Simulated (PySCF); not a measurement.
C3H8O4Si.
Numbering: `[CH3:1][O:2][SiH2:3][O:4][CH2:5][C:6](=[O:7])[OH:8]` (hydrogens: H9, H10, H11 on C1; H12, H13 on Si3; H14, H15 on C5; H16 on O8)

Computed, not measured: TDDFT wB97X-D/def2-SVPD, vertical, gas phase, core orbitals frozen in the response (PySCF). The structure is a single PBE0-D3(BJ)/def2-SVP conformer in the gas phase; no vibrational or solvent corrections.

Computed states:

```json
{"state": "S1", "E (eV)": "6.21", "f": "0.0003"}
{"state": "S2", "E (eV)": "7.04", "f": "0.020"}
{"state": "S3", "E (eV)": "7.47", "f": "0.0015"}
{"state": "S4", "E (eV)": "7.62", "f": "0.043"}
{"state": "S5", "E (eV)": "7.92", "f": "0.010"}
{"state": "S6", "E (eV)": "8.01", "f": "0.0062"}
{"state": "S7", "E (eV)": "8.02", "f": "0.0006"}
{"state": "S8", "E (eV)": "8.17", "f": "0.079"}
{"state": "S9", "E (eV)": "8.38", "f": "0.054"}
{"state": "S10", "E (eV)": "8.38", "f": "0.056"}
```

Broadening: Gaussians 0.4 eV wide at half height, area fixed by f = 4.319×10⁻⁹ ∫ε dν̃. The cross-section is σ = 3.8235×10⁻²¹ ε cm², given in Mb (10⁻¹⁸ cm²). The width is an assumption, not a result. The curve ends short of the highest state used, and states not computed would add to its high-energy end.

Question: What does the envelope look like, and where are its maxima?

Answer: 
```csv
E (eV),σ (Mb)
5.61,0.00
5.66,0.00
5.71,0.00
5.76,0.00
5.81,0.00
5.86,0.01
5.91,0.01
5.96,0.02
6.01,0.03
6.06,0.04
6.11,0.05
6.16,0.06
6.21,0.06
6.26,0.06
6.32,0.05
6.37,0.04
6.42,0.04
6.47,0.04
6.52,0.06
6.57,0.13
6.62,0.26
6.67,0.51
6.72,0.91
6.77,1.51
6.82,2.29
6.87,3.19
6.92,4.08
6.97,4.78
7.02,5.15
7.07,5.12
7.13,4.64
7.18,4.08
7.23,3.64
7.28,3.58
7.33,4.08
7.38,5.19
7.43,6.82
7.48,8.69
7.53,10.43
7.58,11.70
7.63,12.27
7.68,12.18
7.73,11.70
7.78,11.28
```

Maxima: 200 nm (6.21 eV), ε about 17, made up of S1 (100%); 176 nm (7.04 eV), ε about 1400, made up of S2 (99%); 162 nm (7.65 eV), ε about 3200, made up of S4 (89%) (ε in L mol⁻¹ cm⁻¹; maxima over ε = 5, shares over 10%).

Question: Coming from long wavelengths, where does ε first pass 100 L mol⁻¹ cm⁻¹?

Answer: At about 186 nm (6.65 eV), 0.44 eV above S1.

Question: On this curve, what absorbance would a 10⁻⁵ mol/L sample give at 193 nm over a 1 cm path?

Answer: 193 nm is 6.424 eV, where ε is about 9.5 L mol⁻¹ cm⁻¹, so A = ε c l ≈ 9.5e-05 (Beer–Lambert, with the gas-phase spectrum and the assumed width).

Question: What would ε be at 7.65 eV, the highest of these maxima, with half the width (0.2 eV)?

Answer: About 5460 L mol⁻¹ cm⁻¹ against 3220, a factor of about 1.7; a lone state at its own centre would give exactly 2.

The vertical ionisation energy (ΔSCF) is 9.91 eV, 1.52 eV above S10.
